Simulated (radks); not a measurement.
Effect of the nuclear size on the gallium ion Ga2+, [Ar] 3d10 4s1. All-electron calculation, Dirac Kohn-Sham, PBE, spin-unpolarised, spherical densities, finite nucleus; Fermi nuclear charge, rms radius 3.9973 fm. Program: a radial shooting solver on a logarithmic mesh with Libxc functionals. The rms radius is varied about that value; shifts are against it.

rms radius (fm)  total energy shift (eV)  density at nucleus (e/bohr^3)  1s1/2 shift (meV)  2s1/2 shift (meV)  2p1/2 shift (meV)  3s1/2 shift (meV)
3.4057                           -0.0774                      2.851e+04              -32.9              -3.18              0.258             -0.474
3.6176                           -0.0510                      2.841e+04              -21.7              -2.10              0.170             -0.313
3.9973                                 0                      2.824e+04              0.000              0.000              0.000              0.000
4.3371                            0.0497                      2.811e+04               21.1               2.04             -0.166              0.305
4.6009                            0.0909                      2.801e+04               38.7               3.74             -0.303              0.557

Slopes of the eigenvalues against <r^2> in GHz/fm^2, as finite differences over the two radii next to the reference (eigenvalue slopes, not the field-shift constants of lines): 1s1/2 1810, 2s1/2 175, 2p1/2 -14.2, 3s1/2 26.1.
